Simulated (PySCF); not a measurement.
**Dipole moment and polarisability of `CCC=C(C#N)C#N`**

Compound: C6H6N2.
Structure used (GFN2-xTB), in Å, numbered top down from 1:
```xyz
14
C6H6N2 angstrom
C     -1.6907   -0.3493   -1.1596
C     -0.3237   -0.8311   -0.6665
C     -0.0103   -0.2416    0.6594
C      1.0655    0.5211    0.9223
C      1.2976    1.0679    2.2101
N      1.4779    1.5094    3.2510
C      2.0464    0.8383   -0.0519
N      2.8403    1.1018   -0.8341
H     -1.6896    0.7314   -1.2826
H     -1.9207   -0.8054   -2.1185
H     -2.4715   -0.6174   -0.4514
H      0.4496   -0.5742   -1.3933
H     -0.3517   -1.9205   -0.5625
H     -0.7197   -0.4308    1.4557
```

Level: wB97X-D/def2-SVPD (PySCF), static field, nuclei fixed, core orbitals frozen in the response. The polarisability tensor in these axes (au):

```
x   87.60 17.71  5.45
y   17.71 67.40 11.26
z    5.45 11.26 88.73
```

**Question.** What are the eigenvalues, a third of the trace, and Δα (Δα² = ½Σ(αi − αj)² over the three pairs)?

**Answer.** Principal values 55.52, 83.25 and 104.96 au; mean 81.24 au = 12.04 Å³ = 13.40 × 10⁻⁴⁰ C²·m²/J; Δα = 42.92 au (53 % of the mean).

**Question.** What is the dipole moment, and where does it point?

**Answer.** (-4.43, -3.15, -1.83) D, 5.73 D in size, pointing from the negative to the positive side. Measured along this direction, the outermost atoms are N6 at the negative end and H10 at the positive end.

**Question.** What depolarisation ratio follows for Rayleigh scattering of linearly polarised light, taking the static tensor?

**Answer.** ρ = 3Δα²/(45ᾱ² + 4Δα²) = 5526.7/(297027 + 7369.0) = 0.0182.

**Question.** What are the principal values of the traceless quadrupole moment, Θ = ½Σq(3rr − r²1), about the centre of nuclear charge?

**Answer.** -10.71, 2.00, 8.71 D·Å. The values depend on the origin, since the dipole doesn't vanish. The electronic extent ⟨r²⟩ about the same centre is 1141 bohr², a root-mean-square distance of 2.39 Å for the 56 electrons.

**Question.** Give the principal axes and the span of the nuclei along them.

**Answer.** Largest value along (0.67, 0.48, 0.56), where the nuclei span 6.42 Å; middle along (-0.60, -0.10, 0.80), 4.10 Å; least along (-0.44, 0.87, -0.22), 3.06 Å. The response follows the extents in order.

One conformer (not necessarily the lowest) at the GFN2-xTB geometry, without solvent, vibrations or thermal averaging.
